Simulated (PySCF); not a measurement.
## Deuteron quadrupole couplings in `FC1=C[SiH2]C=C[SiH2]1`

Compound: C4H7FSi2.
Z-matrix (Å and degrees, GFN2-xTB geometry), rows numbered from 1:
```
F 
C   1  1.3683
C   2  1.3264  1  118.31
Si  3  1.8737  2  123.22  1  -179.95
C   4  1.8829  3  109.60  2    -0.13
C   5  1.3324  4  125.73  3     0.10
Si  6  1.8797  5  125.79  4    -0.04
H   3  1.0839  2  118.49  1    -0.00
H   4  1.4715  3  109.58  2   119.91
H   4  1.4712  3  109.61  2  -120.25
H   5  1.0865  4  115.81  3  -179.94
H   6  1.0864  5  118.72  4   179.98
H   7  1.4692  2  108.65  1    59.97
H   7  1.4691  2  108.62  1   -59.94
```

Level: PBE0/pcSseg-1 (PySCF, non-relativistic); Q(2H) = 0.00286 b; rigid geometry, the same for H and D, with no vibrational averaging.

Question: Rank these positions by the coupling χzz of a deuteron there, largest first.
A. H14 (Si–H hydrogen)
B. H8 (vinylic hydrogen)
C. H11 (vinylic hydrogen)

Answer: B (220 kHz), C (215 kHz), A (105 kHz).

Question: What are Vzz, η and χzz (234.96 MHz × Q × Vzz) at all hydrogens?

Answer: 
```csv
atom,bonded to,bond length (Å),Vzz (au),η,χzz (kHz)
H8,C3,1.084,0.3267,0.04,220
H9,Si4,1.471,0.1559,0.03,105
H10,Si4,1.471,0.1560,0.03,105
H11,C5,1.086,0.3193,0.03,215
H12,C6,1.086,0.3196,0.04,215
H13,Si7,1.469,0.1568,0.02,105
H14,Si7,1.469,0.1568,0.02,105
```

Question: Average by the element that carries the hydrogen.

Answer: on C: 216 kHz over 3 positions, mean bond length 1.086 Å; on Si: 105 kHz over 4 positions, mean bond length 1.470 Å.

Question: Give the 2H NMR doublet splittings at H9 for a magnetic field along the z, y and x axes of the gradient: 3χ/2, 3χ(1 + η)/4, 3χ(1 − η)/4.

Answer: With |χ| = 104.7 kHz and η = 0.025: 157, 81 and 77 kHz, to first order and without motion.

Geometry: GFN2-xTB; no solvent, vibrations or thermal averaging. GFN2-xTB bond lengths can be off by several hundredths of an ångström, more for odd bonds, and the gradients follow them. A larger basis could move these couplings by a tenth or more.

The run behind these numbers computed NMR shieldings as well. Hardware: an x86-64 server with one thread, on a shared host. Cost: 15 s wall.
